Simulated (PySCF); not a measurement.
C6H9N3.
Atom-mapped SMILES: `[CH3:1][CH2:2][c:3]1[n:4][cH:5][c:6]([CH3:7])[n:8][n:9]1` (hydrogens: H10, H11, H12 on C1; H13, H14 on C2; H15 on C5; H16, H17, H18 on C7)

Computed with PySCF at CAM-B3LYP/def2-SVPD, non-relativistic, on one gas-phase PBE0-D3(BJ)/def2-SVP geometry that isn't relaxed in the solvent. The solvent is an IEF-PCM continuum (van der Waals radii × 1.2), and excitations are vertical TDDFT with non-equilibrium linear response and a frozen core. Only the electrostatic response of the medium enters.

Gas-phase singlets (H = HOMO, L = LUMO):

| state | E (eV) | λ (nm) | f | leading configurations |
| --- | --- | --- | --- | --- |
| S1 | 3.193 | 388 | 0.005 | H→L 99% |
| S2 | 4.201 | 295 | 0.000 | H→L+1 98% |
| S3 | 5.365 | 231 | 0.076 | H-1→L 90% |
| S4 | 5.576 | 222 | 0.000 | H-2→L 74%, H-3→L 21% |
| S5 | 5.876 | 211 | 0.000 | H-3→L 71%, H-2→L 20% |

Task: How does the list change in acetonitrile (ε = 35.69)?

Result: 
| state | E (eV) | λ (nm) | f | leading configurations | change by rank (eV) |
| --- | --- | --- | --- | --- | --- |
| S1 | 3.386 | 366 | 0.006 | H→L 99% | +0.193 |
| S2 | 4.468 | 277 | 0.000 | H→L+1 98% | +0.267 |
| S3 | 5.279 | 235 | 0.110 | H-1→L 92% | -0.086 |
| S4 | 5.667 | 219 | 0.000 | H-2→L 73%, H-3→L 22% | +0.091 |
| S5 | 6.017 | 206 | 0.000 | H-3→L 67%, H-2→L 18% | +0.141 |

Task: The ground-state energy changes by -0.319 eV from gas to acetonitrile. By how much does the total energy of gas-phase S1 change?

Result: E(S1) = E(S0) + excitation energy, so it changes by -0.319 + 0.193 = -0.126 eV: it is lowered less than the ground state, which is what a blue shift means. This is the vertical state, with the slow part of the continuum still set for S0.

Task: How do the frontier levels move from gas to acetonitrile?

Result: 
| orbital | gas (eV) | solvent (eV) | change (eV) |
| --- | --- | --- | --- |
| LUMO+2 | 1.24 | 1.54 | +0.30 |
| LUMO+1 | 0.07 | 0.09 | +0.02 |
| LUMO | -0.83 | -0.88 | -0.05 |
| HOMO | -8.18 | -8.44 | -0.26 |
| HOMO-1 | -9.39 | -9.36 | +0.03 |
| HOMO-2 | -10.46 | -10.57 | -0.11 |
| HOMO-3 | -10.82 | -10.97 | -0.15 |

The HOMO–LUMO gap goes from 7.35 to 7.55 eV. Rows go by rank; for LUMO+2 the atom shares or the degeneracy differ between the runs, so the row needn't follow one orbital.

The values belong to the conformer `[CH3:1][CH2:2][c:3]1[n:4][cH:5][c:6]([CH3:7])[n:8][n:9]1`: C1–C2–C3–N4 57°.
